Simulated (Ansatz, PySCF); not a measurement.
Gas-phase reaction (SMILES): FB(F)Br [bromo(difluoro)borane] + Cl (HCl) → FB(F)Cl + Br (HBr); hydrogen chloride cleaves one B-Br bond, a model of a ligand-exchange step.

Geometries: B3LYP-D3(BJ)/def2-TZVP minima from Ansatz (a quantum-chemistry and plane-wave program). Cores are frozen in the correlated levels unless marked. Spin-orbit coupling is left out. Frozen are the shells of the preceding noble gas and the d and f shells that filled before the atom's block. No relativistic terms. Basis-set limits of correlation are two-point, X^-3; Hartree-Fock from the larger set. Thermal terms are rigid-rotor harmonic-oscillator values from B3LYP-D3(BJ) frequencies (Ansatz or PySCF) at 298.15 K and 1 atm. 1 Eh = 627.5095 kcal/mol.

```csv
species,"E, CCSD(T)/CBS(cc-pV(T+d)Z,cc-pV(Q+d)Z) (Ansatz) (Eh)","E, r2SCAN-D4/def2-TZVPD (Ansatz + dftd4) (Eh)",H - E (Eh),G - E (Eh)
FB(F)Br,-2797.21046,-2798.83933,0.01510,-0.01756
Cl (HCl),-460.37849,-460.78611,0.01000,-0.01120
FB(F)Cl,-684.31087,-684.88875,0.01548,-0.01583
Br (HBr),-2573.28320,-2574.74145,0.00927,-0.01328
```

Work out ΔE and ΔH, ΔG, ΔS and the equilibrium constant at 298.15 K at the first level, then ΔH at the second.


1. ΔE = [(-684.31087) + (-2573.28320)] - [(-2797.21046) + (-460.37849)] = -0.00512 Eh = -3.2 kcal/mol at CCSD(T)/CBS(cc-pV(T+d)Z,cc-pV(Q+d)Z).
2. The terms H - E add up to -0.00035 Eh, so ΔH = (-0.00512 + (-0.00035))×627.5095 = -3.4 kcal/mol.
3. The terms G - E add up to -0.00035 Eh, so ΔG = -3.4 kcal/mol, and ΔS = (-0.00035 - (-0.00035))×627509.5/298.15 = 0.0 cal/(mol K).
4. log10 K = -ΔG/(RT ln 10) = 2.5, with RT ln 10 = 1.3642 kcal/mol.
5. At r2SCAN-D4/def2-TZVPD the same steps give ΔE = -3.0 and ΔH = -3.2 kcal/mol, a shift of +0.2 from the first level.
6. These values are not checked against measurement here, since the tables used lack a sound gas-phase enthalpy of formation for at least one species.
